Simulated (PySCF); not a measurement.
Compound: C₅H₅F₂NO₂.
Cartesian coordinates in Å at the PBE0-D3(BJ)/def2-SVP level; atoms count from 1:
```xyz
15
C5H5F2NO2 angstrom
N      3.3731   -0.1840   -0.0155
C      2.2790   -0.2031   -0.3879
C      0.8975   -0.2062   -0.8868
C      0.1934    1.1111   -0.5589
O     -0.0646    1.1296    0.8215
C     -0.9356    0.1515    1.2400
F     -2.1941    0.6514    1.3758
C     -0.9986   -1.0392    0.2658
F     -1.9223   -0.7738   -0.7103
O      0.2248   -1.3089   -0.2951
H      0.9314   -0.3528   -1.9807
H     -0.7357    1.1940   -1.1448
H      0.8438    1.9635   -0.7919
H     -0.5930   -0.1890    2.2307
H     -1.3146   -1.9545    0.7877
```

Linear response at B3LYP/def2-SVPD (PySCF, frozen core in the response, non-relativistic). Geometry: PBE0-D3(BJ)/def2-SVP, one conformer, isolated molecule.

Static isotropic polarisability: 69.27 au (10.27 Å³), principal values 59.8, 64.1, 83.9 au.

(1) What is the polarisability at 1064 nm and at the sodium D line?

(2) What is the isotropic C6 coefficient between two such molecules, C6 = (3/π)∫α(iω)² dω?

(3) Which effective excitation energy ω̄ makes London's formula C6 = (3/4)α²ω̄ exact here?

(4) The lowest 6 singlets have (eV, f): 7.17, 0.006; 7.55, 0.009; 7.64, 0.002; 7.74, 0.014; 7.86, 0.008; 7.94, 0.006. What share of the static polarisability do they carry in the sum over states α = Σ f/ω²?

(5) How anisotropic is the static polarisability, by Δα² = ½[(α1 − α2)² + (α2 − α3)² + (α3 − α1)²]?

(6) What does −C6/R⁶ come to at R = 10 Å between centres?

## Answers

(1) 69.68 au at 1064 nm (+0.6 %), 70.64 au at 589.3 nm (+2.0 %). The rise at 589.3 nm is 3.33 times that at 1064 nm; a pure ω² law gives 3.26. The lowest singlet lies at 173 nm, shorter than both wavelengths.

(2) 2371 au (Eh·bohr⁶) by a ten-point quadrature over imaginary frequencies, which is 1420 eV·Å⁶ or 137 J·nm⁶/mol.

(3) ω̄ = 4·C6/(3α²) = 0.659 Eh = 17.9 eV. A one-pole form α(ω) = α/(1 − ω²/ω̄²) fitted to the 1064 nm value gives 15.2 eV.

(4) 0.58 au, 0.8 % of α; the largest term, 0.18 au, is that of the state at 7.74 eV. Their oscillator strengths add up to 0.05. Higher states carry the rest.

(5) Δα = 22.3 au, or 0.32 of the isotropic value.

(6) -140 J/mol. This is the leading, orientation-averaged term; C8 and higher terms are left out.
